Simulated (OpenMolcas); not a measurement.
# Ti2+, Zr2+, Hf2+: d2 down the group

```
Program             : OpenMolcas 26.06
Method              : RASSCF
Basis               : ANO-R2
Scalar Hamiltonian  : X2C, finite nucleus
Spin-orbit coupling : state interaction with AMFI integrals over the reference wave functions, term energies averaged over their components
```

Active space for each ion: 8 electrons in 8 orbitals (RAS1 p, at most 2 holes; RAS2 d).

Computed levels in cm-1 above 3F2:

```
                               Level   Ti2+   Zr2+   Hf2+
                                 3F3    206    768   3808
                                 3F4    474   1694   7439
                                 1D2  10479   8548  11133
                                 3P0  13004   9746  10837
                                 3P1  13074  10041  12845
                                 3P2  13220  10734  16909
                                 1G4  18428  14231  17864
                                 1S0  38013  29817  34316
weight of 3F in the lowest level (%)    100     99     94
```

Mixed levels, with the weight of the term that names them: Hf2+ 1D2 (60 %), Hf2+ 3P2 (65 %).

Measured, with the error of the calculation in %. Measured levels: Ti2+ from Corliss and Sugar, J. Phys. Chem. Ref. Data 8, 1 (1979); Zr2+ from Moore, Atomic Energy Levels, vol. II, NSRDS-NBS 35 (1971 reprint of NBS Circular 467, 1952); NIST levels as listed in Rynkun, Gaigalas and Jonsson, Astron. Astrophys. 637, A10 (2020).

| Level | Ti2+ | Zr2+ |
| --- | --- | --- |
| 3F3 | 185 (+11.3) | 681 (+12.7) |
| 3F4 | 420 (+12.7) | 1486 (+14.0) |
| 1D2 | 8474 (+23.7) | 5742 (+48.9) |
| 3P0 | 10538 (+23.4) | 8062 (+20.9) |
| 3P1 | 10604 (+23.3) | 8326 (+20.6) |
| 3P2 | 10721 (+23.3) | 8838 (+21.4) |
| 1G4 | 14398 (+28.0) | 11049 (+28.8) |
| 1S0 | 32476 (+17.1) | 23979 (+24.3) |

The fine-structure level 3F4 changes by a factor of 15.7 from Ti2+ to Hf2+.

Without spin-orbit coupling 1D lies 10216, 7711, 7603 cm-1 above 3F in that order; the difference to the level 1D2, of either sign, comes from spin-orbit coupling, which also lowers the zero.

Without dynamic correlation excited terms often stand tens of per cent too high (terms of higher spin than the ground term too low), and those without a measured partner can miss by more than the paired ones. Active for correlation alone: 3p; no level in the range computed is led by a configuration that opens it, so any true level of that kind is missing (holds for Ti2+). Some levels mix across a computed gap that differs much from the measured one, so their mixing is not that of the real levels (holds for Zr2+). Active for correlation alone: 4p; no level in the range computed is led by a configuration that opens it, so any true level of that kind is missing (holds for Zr2+). Active for correlation alone: 5p; no level in the range computed is led by a configuration that opens it, so any true level of that kind is missing (holds for Hf2+). Measured partners are found by configuration, term and J. A level has none where our copy of the source lacks it or the pairing is in doubt (some pairs that miss far off the trend of their configuration count as doubtful), and it then counts in no deviation. Levels of configurations outside the active space are missing.
